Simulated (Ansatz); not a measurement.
The cluster CuAg4⁺, 5 atoms. Hardware: 4 threads of INTEL XEON PLATINUM 8581C on a shared host.

In the def2 sets Ag takes a core potential; there is no spin–orbit coupling. Correlated methods freeze 9 core orbitals; core or outer-core shells of Ag are correlated, in sets that lack core-valence functions.

How many basis functions does each of these Ansatz runs have, and roughly what does it cost? r2SCAN-D4/def2-TZVP, charge 1 singlet, energy, from earlier orbitals; r2SCAN0-D4/def2-TZVP, charge 1 singlet, energy, from earlier orbitals; PBE-D4/def2-TZVP, charge 1 singlet, energy and forces, from earlier orbitals; PBE-D4/def2-SVP, charge 1 singlet, relaxation, 13 steps; CCSD(T)/def2-SVP, charge 1 singlet, energy, from earlier orbitals; B2PLYP/def2-TZVP, charge 1 singlet, energy, from earlier orbitals; PBE-D4/def2-SVP, charge 1 singlet, energy, from earlier orbitals; ωB97M-V/def2-TZVP, charge 1 singlet, energy, from earlier orbitals; PBE0-D4/def2-SVP, charge 1 singlet, energy, from earlier orbitals; MP2/def2-TZVP, charge 1 singlet, energy, from earlier orbitals; PBE0-D4/def2-TZVP, charge 1 singlet, energy, from earlier orbitals; HF/STO-3G, charge 1 singlet, energy.

Other jobs shared the machine, so times can vary by a factor of up to 3. A dash marks memory too small to be measured apart from the calling script's.

```json
{"run": "PBE-D4/def2-SVP, charge 1 singlet, energy, from earlier orbitals", "functions": "155", "fitting or Cholesky vectors": "1512", "wall time": "1.7 s", "peak host memory (GiB)": "–"}
{"run": "PBE-D4/def2-TZVP, charge 1 singlet, energy and forces, from earlier orbitals", "functions": "205", "fitting or Cholesky vectors": "1865", "wall time": "2.6 s", "peak host memory (GiB)": "–"}
{"run": "PBE0-D4/def2-SVP, charge 1 singlet, energy, from earlier orbitals", "functions": "155", "fitting or Cholesky vectors": "1658", "wall time": "3.3 s", "peak host memory (GiB)": "–"}
{"run": "r2SCAN-D4/def2-TZVP, charge 1 singlet, energy, from earlier orbitals", "functions": "205", "fitting or Cholesky vectors": "1865", "wall time": "4.2 s", "peak host memory (GiB)": "–"}
{"run": "MP2/def2-TZVP, charge 1 singlet, energy, from earlier orbitals", "functions": "205", "fitting or Cholesky vectors": "2033", "wall time": "4.3 s", "peak host memory (GiB)": "0.7"}
{"run": "PBE0-D4/def2-TZVP, charge 1 singlet, energy, from earlier orbitals", "functions": "205", "fitting or Cholesky vectors": "2086", "wall time": "5 s", "peak host memory (GiB)": "0.97"}
{"run": "r2SCAN0-D4/def2-TZVP, charge 1 singlet, energy, from earlier orbitals", "functions": "205", "fitting or Cholesky vectors": "2086", "wall time": "6.5 s", "peak host memory (GiB)": "1"}
{"run": "B2PLYP/def2-TZVP, charge 1 singlet, energy, from earlier orbitals", "functions": "205", "fitting or Cholesky vectors": "2033", "wall time": "7 s", "peak host memory (GiB)": "0.75"}
{"run": "ωB97M-V/def2-TZVP, charge 1 singlet, energy, from earlier orbitals", "functions": "205", "fitting or Cholesky vectors": "1943", "wall time": "11 s", "peak host memory (GiB)": "1.2"}
{"run": "HF/STO-3G, charge 1 singlet, energy", "functions": "126", "fitting or Cholesky vectors": "1486", "wall time": "17 s", "peak host memory (GiB)": "1.1"}
{"run": "PBE-D4/def2-SVP, charge 1 singlet, relaxation, 13 steps", "functions": "155", "fitting or Cholesky vectors": "1512", "wall time": "18 s", "peak host memory (GiB)": "–"}
{"run": "CCSD(T)/def2-SVP, charge 1 singlet, energy, from earlier orbitals", "functions": "155", "fitting or Cholesky vectors": "1658", "wall time": "1.7 min", "peak host memory (GiB)": "2.5"}
```
